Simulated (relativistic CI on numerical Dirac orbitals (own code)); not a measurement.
How well does a small relativistic CI reproduce Se II?

Method of calculation: Dirac-Coulomb-Breit CI, KLI orbitals optimised for each configuration, model QED (radiative potential, 1s self-energy scaled to tabulated hydrogen-like ionisation energies), valence Slater integrals scaled by 0.85, P86 correlation energy added to each configuration (own radial code, finite nucleus).

CI space (outside the closed core [Ar] 3d10): 4s²4p³, 4s4p⁴, 4s²4p²5s, 4s²4p²5p, 4s²4p²5d, 4s²4p²4d, 4p⁵, 4s²4p4d², 4s4p³4d, 4s²4p²6s, 4s²4p²6p, 4s²4p²4f, 4s²4p²6d, 4s²4p²5f, 4s²4p²5g, 4s²4p²6f. Levels of other configurations are missing.

```
Configuration  Term (tabulated)    J  Measured (cm⁻¹)  Computed  Error  Purity (%)
       4s²4p³               4S°  3/2              0.0         0      0          97
       4s²4p³               2D°  3/2          13168.2     14074    906          91
       4s²4p³               2D°  5/2          13784.4     14763    979          98
       4s²4p³               2P°  1/2          23038.3     22276   -762          97
       4s²4p³               2P°  3/2          23894.8     23158   -737          89
        4s4p⁴                4P  5/2          83876.7     87044   3168          81
        4s4p⁴                4P  3/2          85579.5     88700   3121          81
        4s4p⁴                4P  1/2          86437.7     89546   3109          81
     4s²4p²5s                4P  1/2          95270.0    101422   6152          94
     4s²4p²5s                4P  3/2          96753.3    102876   6122          95
     4s²4p²5s                4P  5/2          98674.4    104837   6162          95
     4s²4p²5p               4D°  1/2         114299.0    119759   5460          64
     4s²4p²5p               4D°  3/2         114711.7    119993   5282          83
     4s²4p²5p               4D°  5/2         116068.1    121332   5264          87
     4s²4p²5p               4D°  7/2         117798.7    123122   5323          97
     4s²4p²5d                4F  9/2         141710.1    146804   5094          94
```

Measured levels from NIST Handbook of Basic Atomic Spectroscopic Data (Sansonetti and Martin, J. Phys. Chem. Ref. Data 34, 1559 (2005)); pairs were made by configuration, J and term (by order where the table uses no LS term), so strongly mixed levels may be paired wrongly.

Mean error by configuration (cm⁻¹): 4s²4p³ 96; 4s4p⁴ 3132; 4s²4p²5s 6146; 4s²4p²5p 5332; 4s²4p²5d 5094. Over the excited levels the mean absolute error is 3843 cm⁻¹ (15 of the 15 excited levels that our extract of the source holds in range could be paired), and the median relative error of those above 1,000 cm⁻¹ is 4.5 %.

Transition probabilities of persistent lines. The last column rescales the computed rate by the cube of measured over computed energy:

| λ measured (Å) | Lower | Upper | A tabulated (s⁻¹) | A computed | A rescaled |
| --- | --- | --- | --- | --- | --- |
| 1013.40 vacuum | 4s²4p³ ⁴S°3/2 | 4s²4p²5s ⁴P5/2 | 1.14e+09 | 1.04e+09 | 8.66e+08 |
| 1033.56 vacuum | 4s²4p³ ⁴S°3/2 | 4s²4p²5s ⁴P3/2 | 1.03e+09 | 9.97e+08 | 8.30e+08 |
| 1049.65 vacuum | 4s²4p³ ⁴S°3/2 | 4s²4p²5s ⁴P1/2 | 9.96e+08 | 9.93e+08 | 8.23e+08 |
